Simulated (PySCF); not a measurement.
# Cost of response and excited-state runs on `CCCC[P@H](=[Se])CC`, C₆H₁₅PSe

Geometry:
| atom | x (Å) | y (Å) | z (Å) |
| --- | --- | --- | --- |
| C1 | 3.575 | 0.555 | -0.035 |
| C2 | 2.204 | -0.014 | -0.375 |
| C3 | 1.324 | -0.152 | 0.861 |
| C4 | -0.037 | -0.742 | 0.520 |
| P5 | -0.971 | 0.350 | -0.634 |
| Se6 | -0.896 | 2.389 | -0.229 |
| C7 | -2.667 | -0.372 | -0.725 |
| C8 | -3.475 | -0.026 | 0.518 |
| H9 | 4.179 | 0.659 | -0.933 |
| H10 | 4.098 | -0.099 | 0.660 |
| H11 | 3.472 | 1.534 | 0.425 |
| H12 | 2.318 | -0.990 | -0.856 |
| H13 | 1.704 | 0.657 | -1.083 |
| H14 | 1.176 | 0.837 | 1.303 |
| H15 | 1.819 | -0.781 | 1.605 |
| H16 | -0.646 | -0.831 | 1.426 |
| H17 | 0.057 | -1.730 | 0.061 |
| H18 | -0.483 | -0.026 | -1.890 |
| H19 | -3.137 | 0.064 | -1.612 |
| H20 | -2.589 | -1.453 | -0.868 |
| H21 | -3.457 | 1.051 | 0.681 |
| H22 | -4.510 | -0.341 | 0.403 |
| H23 | -3.064 | -0.513 | 1.401 |

PySCF with density fitting, on 1 thread of an INTEL XEON PLATINUM 8581C, shared host. Command: `OMP_NUM_THREADS=1 python excited_run.py task.json out`

(1) How long does this run take, and how much memory?
- vibronic structure, PBE/def2-SV(P); full response; writes grids

Answers

(1) 
| run | level | basis functions | wall time | peak memory (GiB) |
| --- | --- | --- | --- | --- |
| vibronic structure | PBE/def2-SV(P) | 164 | 77 s | 0.98 |

Times from a shared host are rough.
